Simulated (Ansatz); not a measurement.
`B[Te][SiH2]N`, relaxed with RKS PBE0-D4/def2-TZVP in Ansatz from a PBE-D4/def2-SVP geometry. The force threshold is 0.005 eV/Å; the program also tests the step.

Charge 0, multiplicity 1. Te takes the def2 core potential.

Start:

```xyz
10

B     0.152    1.934    0.989
Te   -1.683    1.281    0.154
Si   -0.788   -0.978   -0.718
N     0.882   -1.307   -0.368
H     1.145    1.236    0.925
H     0.151    3.022    1.527
H    -1.624   -2.054   -0.086
H    -0.961   -0.968   -2.211
H     1.140   -1.444    0.614
H     1.587   -0.721   -0.825
```

| step | energy (eV) | largest force (eV/Å) | largest move (Å) |
| --- | --- | --- | --- |
| 1 | -17431.6507 | 0.495 | 0.000 |
| 2 | -17431.6857 | 0.573 | 0.057 |
| 3 | -17431.6976 | 0.212 | 0.048 |
| 4 | -17431.6986 | 0.191 | 0.024 |
| 5 | -17431.6999 | 0.087 | 0.035 |
| 6 | -17431.7009 | 0.023 | 0.018 |
| 7 | -17431.7011 | 0.004 | 0.009 |

End:

```xyz
10

B     0.143    1.945    0.992
Te   -1.655    1.258    0.149
Si   -0.772   -0.964   -0.708
N     0.870   -1.306   -0.370
H     1.133    1.283    0.940
H     0.117    3.014    1.517
H    -1.611   -2.015   -0.082
H    -0.955   -0.950   -2.179
H     1.144   -1.490    0.583
H     1.586   -0.775   -0.842
```

Hardware: 4 threads of a server CPU on a shared host. Wall time 25 s, peak host memory 0.48 GiB.
